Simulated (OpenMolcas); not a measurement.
## CH4AlO2 (SMILES C[O][Al][OH]): the vertical energy of the quartet above the doublet, rung by rung

CH4AlO2: 8 atoms, total charge 0, spin state doublet. SMILES: `C[O][Al][OH]`. Geometry: relaxed at PBE0-D4/def2-TZVP. This is one conformer, not always the lowest.

Quantity: the vertical energy of the quartet above the doublet, in eV. The values are calculated.

```
             level           kind     program  value (eV)  CPU time (all runs)
     UHF/6-311+G**   Hartree–Fock  OpenMolcas        5.12                 74 s
U-revPBE/6-311+G**            GGA  OpenMolcas        5.53              3.4 min
   UBLYP/6-311+G**            GGA  OpenMolcas        5.69              3.6 min
    UPBE/6-311+G**            GGA  OpenMolcas        5.57              3.3 min
U-r2SCAN/6-311+G**       meta-GGA  OpenMolcas        5.66              4.9 min
  UM06-L/6-311+G**       meta-GGA  OpenMolcas        5.84              4.9 min
   UTPSS/6-311+G**       meta-GGA  OpenMolcas        5.97              6.5 min
  UBHLYP/6-311+G**  global hybrid  OpenMolcas        6.15              3.6 min
```

The values span 5.12 to 6.15 eV. The upper state's dipole differs much between rows, so they may not all be the same state. CPU times are rough (shared hosts, several kinds of processor and program).
